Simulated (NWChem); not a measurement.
germanium monotelluride (GeTe)

```xyz
2

Ge     0.0000     0.0000     1.4649
Te     0.0000     0.0000    -0.9015
```
Charge 0, spin multiplicity 1.

All runs are NWChem calculations. Structure: optimised with B3LYP/def2-SVP with def2 effective core potentials on Te, a minimum by its harmonic frequencies.

Symmetry labels belong to the abelian group C2v used in the runs, with the axes of the coordinates shown; states degenerate in a higher group split over its labels.

Effective core potentials replace the inner electrons of Te; spin-orbit coupling is left out.

### Question
List the lowest 3 singlet excitations that CIS/def2-SVPD with def2 effective core potentials on Te gives, with oscillator strengths.

### Answer
```tsv
state	symmetry	energy (eV)	wavelength (nm)	f
1	a2	2.95	420	0.000
2	a2	3.15	394	0.000
3	a1	3.15	394	0.000
```
